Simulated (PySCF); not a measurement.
InF₂Cl, SMILES [F][In]([F])[Cl]. Atoms are numbered in the order given.

```xyz
4

In     0.0000     0.0000    -0.2524
F      0.0000    -1.6601    -1.2694
F      0.0000     1.6601    -1.2694
Cl     0.0000     0.0000     2.0714
```
Charge 0, spin multiplicity 1.

Geometry optimised at B3LYP-D3(BJ)/def2-SVP. The def2 effective core potentials stand for the cores of In; spin–orbit coupling is left out.

The numbers are results of IEF-PCM-PBE0/def2-SVP (PySCF), not measurements.

The values are the electrostatic part of the solvation free energy, E(continuum) − E(gas) at the gas-phase geometry, in a cavity of scaled van der Waals radii (PySCF's table); cavitation and dispersion terms are not included. A continuum can't describe solvent molecules that bind to the metal. In vacuum the orbital gap is 6.36 eV. The dipole moment in vacuum is 0.92 D.

**Question.** Estimate the values in water (ε = 78.36), dichloromethane (ε = 8.93), benzene (ε = 2.27). (An estimate is asked for; the answer gives what the named calculation found.)

**Answer.** 
```tsv
solvent	ε	ΔG(elec) (kcal/mol)	dipole (D)	gap (eV)
water	78.36	-11.1	0.87	6.57
dichloromethane	8.93	-9.4	0.89	6.53
benzene	2.27	-5.0	0.92	6.45
```
